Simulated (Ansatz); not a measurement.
Reactions of C₃H₆BClO (`C=C(Cl)BOC`).

Isolated molecules relaxed with PBE0-D4/def2-TZVP in Ansatz; ΔE leaves out vibrations. CBS: MP2 limit from def2 TZ/QZ plus the TZ coupled-cluster correction, frozen cores. This one scheme is used for every species. One conformer a species, not always the lowest.

Order these by ΔE at CCSD(T)/CBS, lowest first. (Estimate.)
A. `C=C(Cl)BOC` + SiH₄ → `COB[SiH3]` + `C=CCl`
B. `C=C(Cl)BOC` + `CBCC` → `CBBOC` + `C=C(Cl)CC`
C. `C=C(Cl)BOC` + `C=O` → `COBC=O` + `C=CCl`
D. `C=C(Cl)BOC` + H₂ → `C=CCl` + `BOC`

D (+0.10 eV), C (+0.31 eV), A (+0.53 eV), B (+0.82 eV).

Largest T1 diagnostic: 0.015, for `C=O`.
